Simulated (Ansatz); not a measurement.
Reactions of C$_{8}$H$_{14}$O$_{2}$ (`CC(=O)C(C(C)=O)C(C)C`).

Computed with Ansatz on PBE0-D4/def2-TZVP structures; ΔE is electronic, products minus reactants. CCSD(T)/CBS adds triple-zeta CCSD(T) − MP2 to the extrapolated MP2 energy (def2 sets, frozen cores). This one scheme is used for every species. DFT in def2-TZVPP. Elements past krypton have def2 core potentials. For Cd outer-core shells are correlated without core-valence functions, which leaves a few kJ/mol of doubt a bond. Each species was taken in one conformer, which may not be the lowest.

| reaction | CCSD(T)/CBS(def2) (eV) |
| --- | --- |
| `CC(=O)C(C(C)=O)C(C)C` + H₂ → `CC(=O)CC(C)=O` + propane | -0.48 |
| `CC(=O)C(C(C)=O)C(C)C` + `CB(C)N` → `CNB(C)C` + `CCC(C(C)=O)C(C)=O` | 0.45 |
| `CC(=O)C(C(C)=O)C(C)C` + `O[SiH](O)N[SiH2]F` → `CN([SiH2]F)[SiH](O)O` + `CCC(C(C)=O)C(C)=O` | ? |
| `CC(=O)C(C(C)=O)C(C)C` + `CCCCC` → `CCCC(C)C(C)C` + `CC(=O)CC(C)=O` | 0.06 |
| `CC(=O)C(C(C)=O)C(C)C` + `CC(C)[O][Cd][OH]` → `CC(C)[O][Cd][O]C(C)C` + `CC(=O)CC(C)=O` | 0.38 |

Task: Fill in the missing values. (Best estimate.)

Result: Computed: `CC(=O)C(C(C)=O)C(C)C` + `O[SiH](O)N[SiH2]F` → `CN([SiH2]F)[SiH](O)O` + `CCC(C(C)=O)C(C)=O`: +0.54 eV.

Largest T1 diagnostic: 0.016, for `CC(C)[O][Cd][OH]`.
